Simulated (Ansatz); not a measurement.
Basis sets compared for `CCC(CC(CC(C)c1ccc(Cl)cc1)c1ccc(Cl)cc1)c1ccc(Cl)cc1`. The state is a singlet with charge 0. Geometry r2SCAN-D4/def2-SVP. Ansatz on 2 threads of AMD EPYC 7R13 on a shared host and a share (18 GiB) of an NVIDIA H100 80GB HBM3; times are rough, and most runs start from earlier orbitals.

Cartesian coordinates in Å:
```
C -2.866 -2.090 0.591
C -1.548 -1.429 0.206
C -1.633 0.104 0.106
C -0.286 0.738 -0.289
C 0.873 0.468 0.682
C 2.184 1.123 0.210
C 2.692 0.657 -1.169
C 4.063 1.273 -1.470
C 2.722 -0.856 -1.276
C 1.981 -1.526 -2.261
C 1.977 -2.921 -2.353
C 2.732 -3.662 -1.442
Cl 2.734 -5.403 -1.537
C 3.488 -3.024 -0.452
C 3.476 -1.631 -0.378
C 0.546 0.893 2.098
C 0.149 2.208 2.393
C -0.144 2.605 3.698
C -0.037 1.672 4.734
Cl -0.401 2.157 6.369
C 0.358 0.358 4.476
C 0.645 -0.018 3.161
C -2.711 0.561 -0.857
C -3.731 1.427 -0.438
C -4.719 1.874 -1.320
C -4.686 1.447 -2.649
Cl -5.911 1.995 -3.762
C -3.683 0.583 -3.099
C -2.706 0.149 -2.201
H -3.241 -1.692 1.550
H -2.747 -3.179 0.705
H -3.646 -1.913 -0.168
H -1.177 -1.840 -0.753
H -0.780 -1.691 0.956
H -1.909 0.486 1.107
H -0.010 0.365 -1.290
H -0.425 1.829 -0.403
H 1.053 -0.621 0.705
H 2.964 0.923 0.968
H 2.064 2.222 0.187
H 1.988 1.022 -1.938
H 4.414 0.990 -2.475
H 4.819 0.934 -0.742
H 4.017 2.373 -1.417
H 1.389 -0.944 -2.976
H 1.396 -3.435 -3.123
H 4.076 -3.621 0.250
H 4.068 -1.140 0.402
H 0.059 2.944 1.587
H -0.452 3.629 3.921
H 0.436 -0.358 5.297
H 0.956 -1.048 2.956
H -3.757 1.758 0.606
H -5.512 2.548 -0.985
H -3.675 0.259 -4.142
H -1.927 -0.532 -2.559
```

Single mean-field runs in def2-SVP, def2-TZVP are fitted with def2-universal-jkfit.

Binding counts from free atoms (C triplet, Cl doublet, H doublet) in the same basis, without a counterpoise term.

```tsv
level	functions	energy (Eh)	HOMO (eV)	LUMO (eV)	binding per atom (eV)	wall time
PBE-D4/def2-SVP	553	-2384.6925	-5.75	-1.54	5.01	7 s
PBE0-D4/def2-SVP	553	-2384.9317	-6.81	-0.69	4.92	7.5 s
```

**Question.** Estimate the rows for PBE-D4/def2-TZVP, PBE0-D4/def2-TZVP.

**Answer.** 
```
            level  functions  energy (Eh)  HOMO (eV)  LUMO (eV)  binding per atom (eV)  wall time
 PBE-D4/def2-TZVP       1079   -2386.2296      -5.86      -1.70                   4.94       10 s
PBE0-D4/def2-TZVP       1079   -2386.4495      -6.86      -0.82                   4.85       15 s
```
